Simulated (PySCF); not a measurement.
Isomers of C4H4F4O2, one GFN2-xTB conformer each. Single-point energies are computed at PBE0/pcSseg-1 (PySCF, gas phase, no added dispersion term), electronic only.

```csv
SMILES,GFN2-xTB relative energy (kcal/mol)
FC(F)(F)O[C@@]1(F)CCO1,0.0
FC(F)O[C@@H]1O[C@@H]1C(F)F,22.1
F[C@@H]1CO[C@@H]1OC(F)(F)F,12.7
```

Conformers: `[F:1][C:2]([F:3])([F:4])[O:5][C@@:6]1([F:7])[CH2:8][CH2:9][O:10]1` with C2–O5–C6–F7 67°; `[F:1][CH:2]([F:3])[O:4][C@@H:5]1[O:6][C@@H:7]1[CH:8]([F:9])[F:10]` with F1–C2–O4–C5 -72°, C2–O4–C5–O6 -75°, O6–C7–C8–F9 -150°; `[F:1][C@@H:2]1[CH2:3][O:4][C@@H:5]1[O:6][C:7]([F:8])([F:9])[F:10]` with O4–C5–O6–C7 79°, F1–C2–C3–O4 -126°, C2–C3–O4–C5 10°, C3–O4–C5–O6 102°, F1–C2–C5–O4 126°.

Question: What does PBE0/pcSseg-1 give for the same structures?

Answer: 
```
                    SMILES  PBE0/pcSseg-1 E (Eh)  PBE0/pcSseg-1 (kcal/mol)  GFN2-xTB (kcal/mol)  point group
    FC(F)(F)O[C@@]1(F)CCO1            -703.87243                       0.0                  0.0           C1
F[C@@H]1CO[C@@H]1OC(F)(F)F            -703.85245                      12.5                 12.7           C1
FC(F)O[C@@H]1O[C@@H]1C(F)F            -703.84002                      20.3                 22.1           C1
```

Both levels put the same isomer lowest; measured from each level's own lowest isomer, the values differ by up to 1.8 kcal/mol (FC(F)O[C@@H]1O[C@@H]1C(F)F: 22.1 against 20.3). As drawn, the lowest has a four-membered ring, which the highest lacks; the highest has a three-membered ring, which the lowest lacks.

Question: Which frontier levels, dipoles and rotational constants go with these structures?

Answer: 
```csv
SMILES,"HOMO (eV, PBE0/pcSseg-1)",LUMO (eV),dipole (D),"A, B, C (MHz)"
FC(F)(F)O[C@@]1(F)CCO1,-9.04,1.28,4.20,"2645, 981.5, 915.6"
F[C@@H]1CO[C@@H]1OC(F)(F)F,-8.75,0.96,3.60,"2542, 877.8, 774.1"
FC(F)O[C@@H]1O[C@@H]1C(F)F,-9.24,1.22,1.89,"2761, 651.9, 596.6"
```
